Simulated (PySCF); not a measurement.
## Ionisation energy of Pt⁷⁷⁺ by level of theory

Pt⁷⁷⁺ 1s1 (2S) → Pt⁷⁸⁺ (bare nucleus), as a difference of total energies. All numbers are calculated (PySCF 2.14, no relativity, point nucleus, in an uncontracted even-tempered set (15 s from 240 bohr⁻², ratio 2.2; 7 p from 360 bohr⁻², ratio 2.4; 4 d from 1100 bohr⁻², ratio 2.4; 3 f from 1600 bohr⁻², ratio 2.4; 3 g from 2400 bohr⁻², ratio 2.4)). The calculations carry no spin-orbit coupling.

| method | ionisation energy (eV) | difference from reference (eV) |
| --- | --- | --- |
| UHF | 82777.0 | -7882.8 |
| LDA | 82684.8 | -7975.0 |
| PBE | 82763.3 | -7896.5 |
| PBE0 | 82766.7 | -7893.1 |
| r2SCAN | 82777.0 | -7882.8 |
| M06 | 82776.2 | -7883.6 |
| TPSSh | 82777.0 | -7882.8 |

Reference: 90659.84 ± 0.17 eV (theoretical estimate listed by NIST; NIST Atomic Spectra Database, ionization energies).

The gap to the reference is mostly relativistic.
